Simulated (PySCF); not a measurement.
## Working out the ionisation energy of Ti

Ti [Ar] 3d2 4s2 (3F) → Ti⁺ [Ar] 3d2 4s1 (4F). Calculation: PySCF 2.14, in aug-cc-pVDZ-DK; the spin-free X2C one-electron Hamiltonian (Gaussian nucleus). Frozen: [Ar]. Energies in hartree (1 hartree = 27.21139 eV):

```
            part   Ti (lower)  Ti⁺ (upper)
             UHF  -852.744824  -852.540382
CCSD correlation    -0.049027    -0.011261
             (T)    -0.001368    -0.000049
```

Q: What does Hartree-Fock give?

A: (-852.540382) − (-852.744824) = 0.204442 hartree = 5.563 eV.

Q: What do CCSD and CCSD(T) give?

A: The CCSD correlation energies differ by 0.037766 hartree = 1.028 eV and the triples by 0.001319 hartree = 0.036 eV, so CCSD gives 6.591 eV and CCSD(T) 6.627 eV.

Measured between the centres of the two terms (NIST): 6.828 eV, so CCSD(T) (valence) is off by -0.201 eV.

A double-zeta basis recovers only part of the correlation energy.

What remains against the reference includes basis incompleteness, the frozen core and higher excitations.
